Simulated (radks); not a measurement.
The numbers below are computed, except where a source is named.
Species: Si2+. Configuration: [Ne] 3s2 (the NIST ground configuration).

Level of theory: Dirac Kohn-Sham, Slater X-alpha with alpha = 0.667, spin-unpolarised, spherical densities, point nucleus (a radial shooting solver on a logarithmic mesh with Libxc functionals).

Energy parts (eV):
total: -7809.233
kinetic: 7843.611
electron-nucleus: -18477.269
Hartree: 3317.075
exchange: -492.651

Orbitals (lengths in bohr, moments of r in powers of bohr; <r^-3> diverges for s and p1/2):
orbital	occ.	eigenvalue (eV)	<r^2>	<1/r>	<r^4>	<r^-3>
1s1/2	2	-1797.782	0.01679	13.59	0.0007295	-
2s1/2	2	-158.0758	0.3888	2.574	0.2803	-
2p1/2	2	-115.4161	0.3634	2.471	0.2950	-
2p3/2	4	-114.7680	0.3663	2.458	0.2994	48.04
3s1/2	2	-27.3772	4.417	0.6973	31.09	-

The highest occupied level is 3s1/2 at -27.377 eV. For comparison, the ionisation energy in NIST's Atomic Spectra Database is 33.493 eV (measured). In exact Kohn-Sham theory the highest level is minus the ionisation energy, but local and semilocal functionals leave it too shallow, through self-interaction and a potential that decays too fast; potentials with the right tail come closer. Summed over all electrons, <r^2> = 11.84 bohr^2, which gives a Langevin (diamagnetic) susceptibility term of -9.37 x 10^-6 cm^3/mol.
